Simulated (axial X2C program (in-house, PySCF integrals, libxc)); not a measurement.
Testing model relations on CdB

A bond curve at the PBE0 level, 2c, was computed with an axial X2C code built on PySCF integrals (basis Cd dyall-cv3z [12s12p8d5f3g], B dyall-v3z [7s6p2d1f] (cores contracted in-house)) for the state Ω = 1/2 (⟨Sz⟩ = -0.50, ⟨Lz⟩ = 1.00 at PBE0). Its fit gives Re = 2.3977 Å, ωe = 282.3 cm⁻¹, ωexe = 4.67 cm⁻¹ and αe = 5.282e-03 cm⁻¹; the masses are 113.9034 and 11.0093 u. Two-component means X2C with spin–orbit coupling and atomic mean-field Coulomb and Gaunt terms.

Task: Find the reduced mass, Be and the force constant.

Result: From the PBE0 values: μ = 10.0390 u. Be = 16.8576/(μ Re²) = 0.2921 cm⁻¹. k = 5.8918×10⁻⁷ μ ωe² = 0.471 mdyn/Å.

Task: Estimate the centrifugal constant by the Kratzer relation.

Result: D = 4Be³/ωe² = 1.25e-06 cm⁻¹.

Task: Estimate De from a Morse curve and compare with the computed well depth of 0.400 eV to Cd + B.

Result: De(Morse) = ωe²/(4ωexe) = 0.529 eV against 0.400 eV computed, a ratio of 1.32. The extrapolation overshoots: the well softens faster than a Morse curve, or the lowest atomic limit lies below the one to which the curve heads.

Task: The dipole moment p changes by 0.45 D/Å at Re. What harmonic infrared intensity follows?

Result: I = 42.256 × (dp/dR)²/μ = 0.85 km/mol.

Task: Where do the fundamental and the first overtone lie?

Result: ν(1←0) = ωe − 2ωexe = 273.0 cm⁻¹; ν(2←0) = 2ωe − 6ωexe = 536.6 cm⁻¹.

The state is one determinant whose occupation by symmetry is held fixed; it was picked as the lowest of a PBE0 search that is not exhaustive. De is counted from the lowest determinant-based energies of the atoms at the same level, without counterpoise correction. Density functionals use the spin component along the axis (collinear). The 2c atoms are single determinants rather than J levels; their spin–orbit lowering is only partly caught, and De is too large by that part. This holds for PBE0. PBE0 can misorder states that lie within some tenths of an eV, so this need not be the ground state of the molecule. The nearest other 2c determinant of the search, Ω = 3/2, lies 0.02 eV up at the distance of the search. Without a current term, density functionals place determinants with orbital angular momentum somewhat too high. The atomic limit has a lower orbital projection than the molecule and lies lower at mean-field level, so De may be about a tenth of an eV too small. The levels of this run spread widely (ωe from 236 to 319 cm⁻¹), so these constants depend on the method. The bond is weak, and without diffuse functions and with truncated virtuals even CCSD(T) can be tens of per cent off in De.
